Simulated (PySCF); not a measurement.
Isomers of C13H12, from PBE0-D3(BJ)/def2-SVP geometry optimisation, gas phase (PySCF). One conformer each, no zero-point energy, no frequencies.

Problem. Which is lowest in electronic energy at this level?
A. `[CH:1]1=[CH:2][CH2:3][CH:4]=[CH:5][C:6]([c:7]2[cH:8][cH:9][cH:10][cH:11][cH:12]2)=[CH:13]1` with C5–C6–C7–C8 -38°, C1–C2–C3–C4 -67°, C2–C3–C4–C5 69°, C4–C5–C6–C7 153°, C2–C1–C13–C6 33°: A = 2212, B = 464.1, C = 399.7 MHz, dipole 0.39 D
B. `[CH3:1][c:2]1[cH:3][cH:4][cH:5][cH:6][c:7]1-[c:8]1[cH:9][cH:10][cH:11][cH:12][cH:13]1` with C6–C7–C8–C9 -124° (2-methylbiphenyl): A = 1856, B = 524.6, C = 446.9 MHz, dipole 0.40 D
C. `C1[C@@]2(C[C@]2(C)C#C)C(=CC=1)C#CC`: A = 1248, B = 598.3, C = 443.5 MHz, dipole 1.28 D

Solution. B. That is 2-methylbiphenyl, `Cc1ccccc1-c1ccccc1`, 33.7 kcal/mol below the next.

```json
{"SMILES": "Cc1ccccc1-c1ccccc1", "mapped SMILES": "[CH3:1][c:2]1[cH:3][cH:4][cH:5][cH:6][c:7]1-[c:8]1[cH:9][cH:10][cH:11][cH:12][cH:13]1", "E (Eh)": "-501.68979", "relative (kcal/mol)": "0.0", "relative (kJ/mol)": "0.0", "dipole (D)": "0.40"}
{"SMILES": "C1=CCC=CC(c2ccccc2)=C1", "mapped SMILES": "[CH:1]1=[CH:2][CH2:3][CH:4]=[CH:5][C:6]([c:7]2[cH:8][cH:9][cH:10][cH:11][cH:12]2)=[CH:13]1", "E (Eh)": "-501.63604", "relative (kcal/mol)": "33.7", "relative (kJ/mol)": "141.1", "dipole (D)": "0.39"}
{"SMILES": "C#C[C@@]1(C)C[C@@]12C=CC=C2C#CC", "mapped SMILES": "[CH:1]#[C:2][C@@:3]1([CH3:4])[CH2:5][C@@:6]12[CH:7]=[CH:8][CH:9]=[C:10]2[C:11]#[C:12][CH3:13]", "E (Eh)": "-501.48663", "relative (kcal/mol)": "127.5", "relative (kJ/mol)": "533.4", "dipole (D)": "1.28"}
```

As drawn, the lowest has an aromatic ring, which the highest lacks; the highest has a three-membered ring, a C≡C bond and a C=C bond outside aromatic rings, which the lowest lacks.
